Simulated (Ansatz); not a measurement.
`N[SiH2]C(F)[TeH]` and `N[SiH2]C(O)F` differ in one element.

Ansatz, PBE0-D4/def2-TZVP geometries, multiplicity 1. Each molecule was computed in one conformer, which needn't be the lowest.

Elements past krypton have def2 core potentials.

```csv
property,`N[SiH2]C(F)[TeH]`
HOMO–LUMO gap (PBE0/def2-TZVPP) / eV,5.68
size of the dipole moment (B3LYP/def2-TZVPP) / D,2.51
HOMO–LUMO gap (B3LYP/def2-TZVPP) / eV,5.23
HOMO–LUMO gap (ωB97M-V/def2-TZVPP) / eV,9.59
HOMO energy (PBE0/def2-TZVPP) / eV,-6.56
HOMO energy (ωB97M-V/def2-TZVPP) / eV,-8.67
```

**Question.** What does the change do to each property? (Best estimate.)

**Answer.** The calculation gave: 
| property | `N[SiH2]C(O)F` | shift |
| --- | --- | --- |
| HOMO–LUMO gap (PBE0/def2-TZVPP) / eV | 7.81 | 2.13 |
| size of the dipole moment (B3LYP/def2-TZVPP) / D | 3.15 | 0.64 |
| HOMO–LUMO gap (B3LYP/def2-TZVPP) / eV | 7.33 | 2.10 |
| HOMO–LUMO gap (ωB97M-V/def2-TZVPP) / eV | 11.65 | 2.06 |
| HOMO energy (PBE0/def2-TZVPP) / eV | -7.79 | -1.23 |
| HOMO energy (ωB97M-V/def2-TZVPP) / eV | -10.10 | -1.43 |

With PBE0 the HOMO falls by 1.23 eV and the LUMO rises by 0.90 eV, so the gap widens by about 2.13 eV. PBE moves the HOMO by -0.83 eV and ωB97M-V by -1.43 eV. Dipoles are sizes alone; their direction can turn.

B3LYP here is the variant with VWN-RPA as its local correlation; programs differ in this.

Spin–orbit coupling is left out; it splits and shifts lone-pair levels of the heavy atoms by tenths of an eV.
